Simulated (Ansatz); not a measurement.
Consider the substitution at a C–O bond: `COCOC` + `FC([SiH3])S` → `CSC(F)[SiH3]` + `COCO`.

Gas-phase electronic energies from Ansatz, PBE0-D4/def2-TZVP geometries. CCSD(T)/CBS adds triple-zeta CCSD(T) − MP2 to the extrapolated MP2 energy (def2 sets, frozen cores). This one scheme is used for every species. DFT in def2-TZVPP. B3LYP here is the variant with VWN-RPA as its local correlation; programs differ in this. One conformer a species, not always the lowest.

| level | ΔE (kJ/mol) | difference from CCSD(T)/CBS |
| --- | --- | --- |
| r2SCAN-D4 | -38.7 | 1.7 |
| PBE0-D4 | -40.3 | 0.1 |
| B3LYP-D4 | -35.6 | 4.8 |
| ωB97M-V | -37.9 | 2.5 |
| PBE | -40.1 | 0.3 |
| r2SCAN | -38.7 | 1.7 |
| PBE0 | -40.3 | 0.1 |
| HF/def2-TZVPP | -30.4 | 10.0 |
| MP2/def2-TZVPP | -41.8 | -1.4 |
| SCS-MP2/def2-TZVPP | -37.5 | 2.9 |
| CCSD/def2-TZVPP | -34.7 | 5.7 |
| CCSD(T)/def2-TZVPP | -35.5 | 4.9 |
| HF/def2-QZVPP | -30.5 | 9.9 |
| SCS-MP2/def2-QZVPP | -40.4 | 0.0 |
| MP2/CBS(def2) | -46.6 | -6.2 |
| CCSD/CBS(def2) | -39.5 | 0.9 |
| CCSD(T)/CBS | -40.4 | 0 |

Largest T1 diagnostic among the species: 0.012.

In def2-TZVPP, CCSD(T) changes the Hartree–Fock value by −5.1 kJ/mol (the triples alone add −0.9 kJ/mol) and MP2 by −11.3 kJ/mol.
